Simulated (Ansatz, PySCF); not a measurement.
Donor–acceptor adduct: BGeH5 (SMILES [BH2][GeH3]) (first 7 atoms) with H2O (SMILES O); geometry from B3LYP-D3(BJ)/def2-TZVP, rigid monomers moved along the line of their centres of mass till B1···O8 is 1.92 Å.
(charge 0, multiplicity 1):
```xyz
10

B      1.223     0.288     0.802
Ge    -0.619    -0.018    -0.129
H      2.033    -0.566     0.588
H      1.627     1.413     0.764
H     -0.564     0.027    -1.670
H     -1.246    -1.397     0.237
H     -1.707     1.010     0.294
O      1.055     0.085     2.707
H      0.684    -0.792     2.882
H      0.420     0.740     3.028
```

Monomers are frozen at their geometry in the pair; levels with a basis set take the counterpoise correction. Rows marked so take none.

Rows in 6-31G*, STO-3G carry no dispersion term and start afresh at each structure (6-31G* with six Cartesian d functions); the Pople sets are all-electron and without relativity.

Codes used: Ansatz (Gaussian orbitals); PySCF for 6-31G* rows, STO-3G rows. Each number belongs to the level named beside it.

### Question
One of these levels gives -97.9 kJ/mol for the interaction energy. Which?
(A) PBE/def2-TZVPPD
(B) HF/STO-3G (no counterpoise)
(C) BP86/6-31G* (no counterpoise)
(D) HF/6-31G*

### Answer
A, PBE/def2-TZVPPD. The others give -165.7 (HF/STO-3G (no counterpoise)), -66.2 (HF/6-31G*), -119.9 (BP86/6-31G* (no counterpoise))

Ansatz is a program for electronic structure.
